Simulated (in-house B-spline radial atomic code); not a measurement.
Results of a calculation; reference values are marked as such.
Building a PAW d channel for Sc, r_c = 2.99 bohr

Sc, [Ar] 3d1 4s2, non-relativistic PBE, spherical and spin-unpolarised, from a B-spline radial code for spherical atoms (atomic units; all potentials screened as in the neutral atom).

Two all-electron partial waves φ1, φ2 are integrated outwards at E1 = ε(3d) = -0.123802 and E2 = E1 + 1 hartree; φ1 is the bound orbital and φ2 has unit norm inside r_c = 2.9947 bohr. Smooth partners are polynomials, r^3(a0 + a1 r² + a2 r⁴ + a3 r⁶), matched to φ and three derivatives at r_c, with no condition on the norm. The local potential is -2.845 + (0.840178) r² + (-0.101859) r⁴ + (0.00437291) r⁶ inside 2.5547 bohr and the all-electron one outside.

| wave | φ(r_c) | φ'(r_c) | a0 | a1 | a2 | a3 |
| --- | --- | --- | --- | --- | --- | --- |
| 1 | 0.357532 | -0.1564278 | 0.140822 | -0.03147559 | 0.002619968 | -7.7569e-05 |
| 2 | 0.8585441 | -0.3519843 | 0.1016322 | -0.005005316 | -0.000642101 | 3.724836e-05 |

Inside r_c the overlaps are <φi φj> = [[0.86146, -0.00423], [-0.00423, 1.00000]] and, for the smooth waves, [[0.25696, 0.43176], [0.43176, 0.77581]]. With χj = (Ej − T − V_local) applied to smooth wave j, the program's quadrature gives the matrix B_ij = <smooth i, χj> as [[-0.11716, 0.24282], [-0.19317, 0.34262]].

(1) Check the match of the first wave, and find the augmentation charges q_ij.

(2) B isn't symmetric. Show that D_ij = B_ij + Ej q_ij is.

Solving (T + V_local + Σ p D p) ψ = E (1 + Σ p q p) ψ in a sphere of 9 bohr, whose wall lifts the free-atom level a little, gives these levels:

| all-electron | one projector | two projectors |
| --- | --- | --- |
| -0.123616 | -0.123616 | -0.123616 |
| 0.104837 | 0.120649 | 0.106167 |
| 0.382623 | 0.459506 | 0.385644 |
| 0.806904 | 1.007110 | 0.807065 |
| 1.359780 | 1.720380 | 1.372360 |

(3) What does the second projector gain?

Results:

(1) At r_c the four terms are 3.78208, -7.58124, 5.65939, -1.50269, which sum to 0.3575, φ1(r_c) to rounding. q_ij is the all-electron overlap less the smooth one: [[0.60450, -0.43599], [-0.43599, 0.22419]]. The smooth first wave has a norm of 0.2570 inside r_c against 0.8615, and q11 > 0 puts back the missing charge.

(2) Integrating by parts gives B12 − B21 = (E1 − E2) q12: 0.24282 − (-0.19317) = 0.43599, and −1 × (-0.43599) = 0.43599. So D12 = 0.24282 + (0.876198)(-0.43599) = -0.13919 and D21 = -0.19317 + (-0.123802)(-0.43599) = -0.13919; D11 = -0.19200, D22 = 0.53905. The projectors, p = (B⁻¹)ᵀ χ, are dual to the smooth waves; det B = 0.0068.

(3) With one projector the errors are 0.00, +15.81, +76.88, +200.21, +360.60 millihartree. With two the errors are 0.00, +1.33, +3.02, +0.16, +12.58 millihartree. The scattering is exact at E1 and at E2 = 0.876, and over all levels compared the largest error is 13 millihartree. The lowest eigenvalue of the overlap operator is 1 with one and 0.9171 with two projectors. The smooth orbital alone needs a cutoff of 4.03 hartree for 1 millihartree of kinetic energy, against 13.7 for a norm-conserving Troullier-Martins orbital of the same radius; part of the gain comes from giving up the norm, part from the simpler form.
